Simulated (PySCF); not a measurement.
Compound: C4H6NSi (doublet state).
Geometry (GFN2-xTB, Å), atoms numbered from 1 in this order:
```
atom  x, y, z in Å
N1     2.0195    0.0930    0.6604
Si2    0.6660   -0.4960   -0.2309
C3    -0.7640   -0.9790    0.9809
C4    -1.8171   -0.3021    0.6058
C5    -1.7383    0.6226   -0.4985
C6    -0.5342    0.6962   -1.0885
H7     1.8546    0.7189    1.4328
H8     2.8379    0.3852    0.1515
H9     1.1395   -1.5849   -1.0802
H10   -0.7016   -1.6957    1.7763
H11   -2.6031    1.1958   -0.8019
H12   -0.3580    1.3453   -1.9339
```

The hyperfine couplings belong to this conformer and change with its torsions.

As a line formula: `N[Si@H]1C=[C]C=C1` [radical].

Method used: UKS B3LYP, pcH-1 on C H N Si, non-relativistic, mean-field spin-orbit, GIAO (PySCF). Geometry: GFN2-xTB, one conformer, isolated molecule. Couplings are sensitive to structure, and on GFN2-xTB geometries they can be far from those on DFT ones. The SCF solution wasn't tested for stability.

Problem. Give the principal g shifts and their parts.

Solution. 
```
                    Δg (ppm)     1     2     3
relativistic mass correction  -165  -165  -165
            gauge correction    18    -4   -17
   orbital Zeeman/spin–orbit  -619   -22    78
                       total  -766  -192  -103
```

So g = 2.00155, 2.00213, 2.00222 and g_iso = 2.00197; the tensor is close to axial: the two nearest values differ by 13 % of g3 − g1. Axes: g1 points within 12° of the C3–H10 bond.

Problem. Average each term over the three axes. Which is largest in size?

Solution. The orbital-Zeeman/spin–orbit term -188, the mass correction -165 and the gauge correction -1 ppm, for a total of -354 ppm. The orbital-Zeeman/spin–orbit term is the largest in size. The mass correction is the same along every axis, so the anisotropy comes from the other two: their spans along these axes are 34 (gauge) and 697 ppm (orbital Zeeman/spin–orbit).

Problem. What effective moment and Curie constant follow for a powder?

Solution. With the mean of g² = 4.0079 and S(S+1) = 0.75: μ_eff = √(⟨g²⟩S(S+1)) = 1.734 μB and χT = 0.12505·⟨g²⟩·S(S+1) = 0.376 cm³ K/mol (cgs; spin-Hamiltonian part alone).

Problem. At 9.65 GHz, how far is the centre of the isotropic spectrum from where a free electron (g = 2.002319) resonates?

Solution. B = hν/(g μB) with μB/h = 13.99624 MHz/mT gives 344.34 mT for the free electron and 344.40 mT at g_iso, 0.06 mT higher.

Problem. In a frozen sample, at which fields do the three g values resonate at 9.5, 34, 94 and 263 GHz (hyperfine left aside), and which band first spreads them over more than twice a line width of 0.3 mT?

Solution. 
```json
{"band": "X", "GHz": "9.5", "B(g3) mT": "339.00", "B(g2) mT": "339.02", "B(g1) mT": "339.11", "spread mT": "0.11"}
{"band": "Q", "GHz": "34.0", "B(g3) mT": "1213.27", "B(g2) mT": "1213.32", "B(g1) mT": "1213.67", "spread mT": "0.40"}
{"band": "W", "GHz": "94.0", "B(g3) mT": "3354.33", "B(g2) mT": "3354.47", "B(g1) mT": "3355.44", "spread mT": "1.11"}
{"band": "J", "GHz": "263.0", "B(g3) mT": "9384.98", "B(g2) mT": "9385.39", "B(g1) mT": "9388.09", "spread mT": "3.11"}
```

The spread grows in proportion to the frequency. W band is the first where it exceeds 0.6 mT.

The Mulliken spin populations are largest on C4 (+0.93), C3 (-0.12) and Si2 (+0.11). C4 is the only atom above +0.15. The positive populations add up to 1.15 and the negative ones to -0.15, together 2S = 1.

The HOMO–LUMO gaps are 4.42 eV among the α and 4.08 eV among the β orbitals.
